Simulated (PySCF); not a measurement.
## Sm2S3 at several levels of theory

Computed with PySCF 2.14.0 (density fitting, no spin-orbit coupling) at the geometry relaxed with BP86:

```xyz
5
Sm2S3 (singlet in the valence; each metal's 4f electrons, 5 of them, lie in its core potential, out of spins and levels)
Sm   -0.3419   -0.5806    2.4456
Sm   -0.3419   -0.5806   -2.4456
S    -0.8126   -1.3798    0.0000
S     0.8581    1.4571    2.6726
S     0.8581    1.4571   -2.6726
```

| level | basis | state | HOMO (eV) | gap (eV) | charge on Sm1 (e) | population of f-type functions on Sm1 (polarisation alone where 4f lies in the core) | dipole about the centre of mass (D) | largest force component (eV/Å) |
| --- | --- | --- | --- | --- | --- | --- | --- | --- |
| BP86 | Sm lcecp-1-SVP with ECP51, S def2-SVP | singlet | -4.63 | 1.78 | 0.56 | 0.03 | 11.29 | 0.01 |
| PBE0 | the same | singlet | -5.51 | 3.19 | 0.68 | 0.04 | 12.51 | 0.40 |
| BP86 | Sm lcecp-1-TZVP with ECP51, S def2-TZVP | singlet | -4.66 | 1.79 | 0.94 | 0.04 | 11.93 | 0.04 |

In the lcecp rows the 4f levels are missing from HOMO and gap, and the state counts the valence alone.

Charges are Mulliken's, which hang on the basis. The relaxation used the grid (50, 194), these runs (75, 302) or, all-electron (x2c bases, spin-free X2C Hamiltonian), (99, 590).

A further run in the first row's basis gives HOMO (eV) -4.57, gap (eV) 1.84, charge on Sm1 (e) 0.68, population of f-type functions on Sm1 (polarisation alone where 4f lies in the core) 0.03, dipole about the centre of mass (D) 11.98, largest force component (eV/Å) 0.06. Which level was it?
A. CAM-B3LYP
B. TPSS
C. TPSSh

B. The others give HOMO -6.60 eV (CAM-B3LYP); -4.95 eV (TPSSh).

In the first row's basis the gap widens with exact exchange: 1.8 eV for BP86, TPSS (none); 2.4 to 3.2 eV for TPSSh, PBE0 (a fixed share); 4.9 eV for CAM-B3LYP (rising or full at long range).

A frequency check found unstable modes (1, the lowest at -35 cm⁻¹), so the relaxed geometry is a saddle point, or these are noise. An lcecp potential fixes the number of 4f electrons, so in runs with it no electron can move into or out of that shell.
